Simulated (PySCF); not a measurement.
**Stretching GdO**

Set-up: PySCF, spin-free X2C with a Gaussian nucleus, basis sets Gd x2c-SVPall, O x2c-SVPall. Energies in eV from Gd (4f7 5d1 6s2) + O in their ground configurations at the same level. All curves are PBE0. state 1: nonet, about 7.2 electrons in the 4f shell (Mulliken); state 2: Ms = 3 determinant of mixed spin, about 7.2 electrons in the 4f shell (Mulliken), a second solution, started from another occupation.

```csv
R (Å),state 1,state 2
1.540,-5.643,-5.393
1.612,-6.635,-6.384
1.683,-7.198,-6.942
1.737,-7.401,-7.141
1.791,-7.458,-7.193
1.845,-7.398,-7.128
1.916,-7.181,-6.903
2.006,-6.753,-6.464
2.113,-6.098,-5.795
2.257,-5.124,-4.799
```

Task: Put a parabola through the three lowest points of the state 1 curve and estimate Re, k and ωe (reduced mass 14.52 u; 1 eV/Å² = 0.16022 mdyn/Å; ωe = 1302.8·√(k/μ) cm⁻¹).

Result: Through R = 1.737, 1.791, 1.845 Å the second-order coefficient is 20.1 eV/Å², so Re ≈ 1.790 Å, k ≈ 6.43 mdyn/Å and ωe ≈ 867 cm⁻¹. A polynomial fit of higher order to the unrounded PBE0 energies gives Re = 1.788 Å, k = 6.51 mdyn/Å, ωe = 872 cm⁻¹; anharmonicity and rounding make the difference.

The higher-order fit for each curve: state 1: Re = 1.788 Å, ωe = 872 cm⁻¹, De = 7.46 eV; state 2: Re = 1.786 Å, ωe = 878 cm⁻¹, minimum 7.19 eV below the ground-state fragments.

⟨S²⟩ of the unrestricted solution departs from its pure value on part of the curve, where spin states mix. Spin–orbit coupling is left out, which matters for elements this heavy, above all for dissociation energies. The state is the lowest single determinant that the PBE0 search found; with open d or f shells the true ground state can be another one.
